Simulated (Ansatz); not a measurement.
A structure relaxed at PBE-D4/def2-TZVP in Ansatz, charge 0, singlet:

```
atom   x (Å)   y (Å)   z (Å)
 Bi1  -0.314   0.489   0.528
  H2   1.397  -0.092   0.527
  H3  -0.203   0.798  -1.249
  H4  -0.880  -1.194   0.194
```

**Question.** Give its formula, name or SMILES.

**Answer.** BiH3.

**Question.** Summarise the bond lengths by kind (pairs closer than 1.2 times the sum of covalent radii, bridged metal pairs left out).

**Answer.** 3 × Bi–H 1.81 Å.

In the def2 sets Bi takes a core potential; there is no spin–orbit coupling.
